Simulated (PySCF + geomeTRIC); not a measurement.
Calculation: TPSSh-D3(BJ)/def2-TZVP (PySCF + geomeTRIC). fastk is a local helper that only speeds up exchange builds. No frequencies were computed at this level.

```python
import json, numpy as np
from pyscf import gto, dft
from fastk import lowrank_exchange
atoms = """
Cl    -1.851088    -0.293499     0.000007
Al    -0.000062     0.586713    -0.000001
Cl     1.851150    -0.293214    -0.000006
"""
def scf(charge, spin, dm0=None):
    mol = gto.M(atom=atoms, basis='def2-tzvp', ecp={}, charge=charge, spin=spin, verbose=3, max_memory=3780)
    mf = dft.KS(mol, xc='tpssh').density_fit(auxbasis="def2-universal-jkfit")
    mf.disp = 'd3bj'
    mf.grids.level = 3
    mf.conv_tol = 1e-8
    mf.max_cycle = 60
    mf.kernel(dm0)
    if not mf.converged:
        mf = mf.newton().run(mf.mo_coeff, mf.mo_occ).undo_soscf()
    return mf
mf = scf(0, 1)
lowrank_exchange(mf)  # same exchange matrices as the stock routine, built faster for response steps
mo, _, stable, _ = mf.stability(return_status=True)
if not stable:
    mf.kernel(mf.make_rdm1(mo, mf.mo_occ))
del mf.get_jk
from pyscf.geomopt.geometric_solver import kernel as optimize
path = []
done, mol = optimize(mf, maxsteps=80, assert_convergence=False, callback=lambda env: path.append((env["energy"], bool(env["g_scanner"].converged))))
res = dict(converged=bool(done and path[-1][1]), energy=path[-1][0], path=[e for e, c in path], xyz=mol.atom_coords(unit="Angstrom").tolist(), nao=mol.nao)
json.dump(res, open("result.json", "w"))
```

Output:

```
converged SCF energy = -1163.00804220184  <S^2> = 0.75182583  2S+1 = 2.001825
<class 'pyscf.df.df_jk.DFUKS'> wavefunction is stable in the internal stability analysis
Geometry optimization cycle 1
converged SCF energy = -1163.00804220184  <S^2> = 0.75182567  2S+1 = 2.0018248
cycle 1: E = -1163.0080422  dE = -1163.01  norm(grad) = 0.0391094
Geometry optimization cycle 2
converged SCF energy = -1163.01096400959  <S^2> = 0.75188167  2S+1 = 2.0018808
cycle 2: E = -1163.01096401  dE = -0.00292181  norm(grad) = 0.0162153
Geometry optimization cycle 3
converged SCF energy = -1163.01189654077  <S^2> = 0.75190726  2S+1 = 2.0019064
cycle 3: E = -1163.01189654  dE = -0.000932531  norm(grad) = 0.0015457
Geometry optimization cycle 4
converged SCF energy = -1163.01193699832  <S^2> = 0.75189814  2S+1 = 2.0018972
cycle 4: E = -1163.011937  dE = -4.04576e-05  norm(grad) = 0.00134104
Geometry optimization cycle 5
converged SCF energy = -1163.0119453574  <S^2> = 0.75188749  2S+1 = 2.0018866
cycle 5: E = -1163.01194536  dE = -8.35908e-06  norm(grad) = 0.000652228
Geometry optimization cycle 6
converged SCF energy = -1163.01194632698  <S^2> = 0.75188289  2S+1 = 2.001882
cycle 6: E = -1163.01194633  dE = -9.69575e-07  norm(grad) = 0.00011181
Geometry optimization cycle 7
converged SCF energy = -1163.01194626592  <S^2> = 0.75188146  2S+1 = 2.0018806
cycle 7: E = -1163.01194627  dE = 6.10519e-08  norm(grad) = 0.000136678
<class 'geometric.internal.Distance'> : 2
<class 'geometric.internal.Angle'> : 1
<class 'geometric.internal.TranslationX'> : 1
<class 'geometric.internal.TranslationY'> : 1
<class 'geometric.internal.TranslationZ'> : 1
<class 'geometric.internal.RotationA'> : 1
<class 'geometric.internal.RotationB'> : 1
<class 'geometric.internal.RotationC'> : 1
Step    0 : Gradient = 2.258e-02/2.578e-02 (rms/max) Energy = -1163.0080422018
Step    1 : Displace = 3.904e-02/5.521e-02 (rms/max) Trust = 1.000e-01 (=) Grad = 9.362e-03/1.182e-02 (rms/max) E (change) = -1163.0109640096 (-2.922e-03) Quality = 1.432
Step    2 : Displace = 4.562e-02/6.009e-02 (rms/max) Trust = 1.414e-01 (+) Grad = 8.924e-04/9.191e-04 (rms/max) E (change) = -1163.0118965408 (-9.325e-04) Quality = 1.126
Step    3 : Displace = 1.232e-02/1.310e-02 (rms/max) Trust = 2.000e-01 (+) Grad = 7.742e-04/8.975e-04 (rms/max) E (change) = -1163.0119369983 (-4.046e-05) Quality = 1.317
Step    4 : Displace = 5.546e-03/6.051e-03 (rms/max) Trust = 2.828e-01 (+) Grad = 3.766e-04/3.999e-04 (rms/max) E (change) = -1163.0119453574 (-8.359e-06) Quality = 1.314
Step    5 : Displace = 1.309e-03/1.592e-03 (rms/max) Trust = 3.000e-01 (+) Grad = 6.455e-05/7.588e-05 (rms/max) E (change) = -1163.0119463270 (-9.696e-07) Quality = 0.925
Step    6 : Displace = 2.487e-04/2.763e-04 (rms/max) Trust = 3.000e-01 (=) Grad = 7.891e-05/9.202e-05 (rms/max) E (change) = -1163.0119462659 (+6.105e-08) Quality = -0.263
Converged! =D
```

Cost: very roughly 5 core-minutes.
